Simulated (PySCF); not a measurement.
## Worked example: oscillator strength and radiative lifetime

Ta(F)4(SH) (F4HSTa), SMILES [F][Ta]([F])([F])([F])[SH], multiplicity 1.

Coordinates come from a B3LYP-D3(BJ)/def2-SVP optimisation. The multiplicity is an assumed one; no other spin state was optimised. The structure was generated by enumeration; whether it is a known compound was not checked. The def2 effective core potentials stand for the cores of Ta; spin–orbit coupling is left out. One conformer was computed; it need not be the lowest.

TDDFT-LC-ωPBE/def2-SVPD in PySCF puts the first singlet state with f over 0.02 at 5.99 eV (vertical), with the transition dipole (-0.146, -0.446, 0.000) in atomic units.

Problem. Find the oscillator strength, the wavelength and the radiative lifetime that this transition would have in vacuum if emission retraced absorption.

Solution. 
|μ|² = 0.2202 au, so |μ| = 1.19 D. ΔE = 5.99/27.211 = 0.2201 hartree. f = (2/3) ΔE |μ|² = 0.032 (the program prints 0.032).
λ = 1239.84/5.99 = 207 nm; ν = 48313 cm⁻¹.
Einstein's coefficient A = 0.6670 ν² f s⁻¹ (ν in cm⁻¹) = 5.0e7 s⁻¹, so τ = 1/A = 20 ns. This state is S5; the lower singlets have f = 0.000, 0.001, 0.003, 0.010. The figure is the radiative limit of this one transition; relaxation, internal conversion, crossing to triplets and a medium change what is measured.
